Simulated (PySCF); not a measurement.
C₅H₃Br, SMILES C(=CBr)=CC#C.

The structure is a stationary point at TPSSh-D3(BJ)/def2-SVP. This is a generated structure with no PubChem entry under its InChIKey; it may be hypothetical.

These are PBE/def2-TZVP (PySCF) values and carry that method's errors.

The molecule is in vacuum.

Computed frontier levels, gap, dipole moment and polarisability:
```json
{
  "highest_occupied_level": "-6.36 eV",
  "lowest_empty_level": "-2.71 eV",
  "orbital_gap": "3.64 eV",
  "dipole_moment": "1.28 D",
  "quadrupole, principal values (traceless, Buckingham form, about the centre of nuclear charge)": "-3.21, -1.85, 5.06 D·Å",
  "mean_static_polarisability": "89.5 bohr³ (13.27 Å³)",
  "polarisability_principal_values": "53.9, 62.3, 152.5 bohr³"
}
```
